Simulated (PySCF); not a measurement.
C₃H₆BrF, SMILES CC[C@@H](Br)F. Atoms are numbered in the order given.

```xyz
11

C     -2.3264    -0.1070     0.3488
C     -1.1788     0.1313     1.3260
C      0.0819     0.6830     0.6935
F     -0.1810     1.8378     0.0246
Br     0.9013    -0.6068    -0.5747
H     -2.0619    -0.8759    -0.3921
H     -3.2266    -0.4410     0.8859
H     -2.5725     0.8179    -0.1934
H     -1.4795     0.8716     2.0898
H     -0.9133    -0.7914     1.8657
H      0.8780     0.8730     1.4266
```
Charge 0, spin multiplicity 1.

Geometry: B3LYP-D3(BJ)/def2-SVP. The structure was generated by enumeration; whether it is a known compound was not checked. The values are those of a single conformer.

These are B3LYP-D3(BJ)/def2-SVP run with PySCF values and carry that method's errors.

Frequencies are harmonic and unscaled.

Q: Estimate the vibrational spectrum. (An estimate is asked for; the answer gives what the named calculation found.)

A: 
```csv
mode,ν (cm⁻¹),IR (km/mol),moving atoms (share of kinetic energy)
1,111,0.2,"H 37 %, C 37 %, F 16 %, Br 9 %"
2,204,0.8,"H 63 %, C 23 %, Br 11 %"
3,234,2.6,"H 41 %, C 37 %, F 20 %"
4,303,0.7,"F 61 %, Br 27 %, C 10 %"
5,327,1.5,"H 39 %, C 39 %, F 17 %"
6,536,29.1,"C 55 %, H 25 %, F 15 %"
7,671,35.1,"C 69 %, H 22 %"
8,799,5.4,"H 80 %, C 17 %"
9,885,34.5,"C 67 %, H 30 %"
10,1002,49.3,"H 54 %, C 31 %, F 15 %"
11,1060,8.8,"H 67 %, C 29 %"
12,1111,24.4,"C 58 %, H 40 %"
13,1152,89.4,"C 51 %, H 35 %, F 15 %"
14,1248,27.9,"H 74 %, C 22 %"
15,1292,29.7,"H 84 %, C 16 %"
16,1369,8.7,"H 59 %, C 40 %"
17,1371,8.0,"H 81 %, C 18 %"
18,1408,7.4,"H 74 %, C 26 %"
19,1446,4.5,"H 91 %, C 9 %"
20,1468,5.2,H 97 %
21,1485,8.5,H 94 %
22,3030,14.6,H 94 %
23,3047,14.6,H 97 %
24,3095,5.7,"H 91 %, C 9 %"
25,3115,16.7,"H 92 %, C 8 %"
26,3132,15.4,"H 90 %, C 10 %"
27,3137,13.1,"H 90 %, C 10 %"
```
